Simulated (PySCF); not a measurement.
C5H6N2O.
SMILES: `CCO[C@H]1N=C1C#N`

The closed-shell SCF was solved with PySCF and density fitting under several settings on one GFN2-xTB geometry (grid level 2 and gas phase unless stated).

| settings | basis functions | SCF cycles | E (Eh) | HOMO (eV) | LUMO (eV) | dipole (D) |
| --- | --- | --- | --- | --- | --- | --- |
| PBE0/pcSseg-1 | 166 | 16 | -378.2782 | -8.24 | -2.69 | 3.54 |
| PBE0/def2-SVPD | 211 | 16 | -378.0613 | -8.32 | -2.77 | 3.52 |

Estimate the rows for these settings: (1) PBE0/STO-3G, grid level 1, fitting basis def2-qzvpp-jkfit; (2) PBE/6-311G**, IEF-PCM acetone; (3) PBE0/6-31G.

```csv
settings,basis functions,SCF cycles,E (Eh),HOMO (eV),LUMO (eV),dipole (D)
"PBE0/STO-3G, grid level 1, fitting basis def2-qzvpp-jkfit",46,10,-373.5091,-5.13,-0.06,2.94
"PBE/6-311G**, IEF-PCM acetone",180,17,-378.4120,-6.48,-3.57,4.25
PBE0/6-31G,84,15,-378.1751,-7.99,-2.53,3.52
```

Over all rows, what range does the HOMO–LUMO gap span?

From 2.91 eV to 5.55 eV.

Compare two rows with the functional PBE0: PBE0/STO-3G, grid level 1, fitting basis def2-qzvpp-jkfit and PBE0/6-31G. Which energy is lower, and by how much?

PBE0/6-31G (84 functions) lies 4.6660 Eh or 2928 kcal/mol below PBE0/STO-3G, grid level 1, fitting basis def2-qzvpp-jkfit (46 functions).

Whole jobs, the steps after the SCF included, on Arm Neoverse V1, one thread, on a shared host:

```csv
settings,work after the SCF,wall time,peak memory
PBE0/pcSseg-1,"shieldings, ring-centre shieldings, charges and field gradients",18 s,0.73 GiB
PBE0/def2-SVPD,"6 singlets by full TDDFT, 2 Tamm–Dancoff triplets, polarisability",31 s,0.86 GiB
"PBE0/STO-3G, grid level 1, fitting basis def2-qzvpp-jkfit","shieldings, ring-centre shieldings",2.5 s,0.32 GiB
"PBE/6-311G**, IEF-PCM acetone","shieldings, ring-centre shieldings",16 s,0.68 GiB
PBE0/6-31G,"shieldings, ring-centre shieldings",6.9 s,0.51 GiB
```

Cycle counts include a coarse-grid stage where the run had one. All basis functions are spherical, in the Pople sets too. The species at its GFN2-xTB geometry (one conformer only).

Shape of the structure used: `[CH3:1][CH2:2][O:3][C@H:4]1[N:5]=[C:6]1[C:7]#[N:8]`: C1–C2–O3–C4 180°, C2–O3–C4–N5 74°.
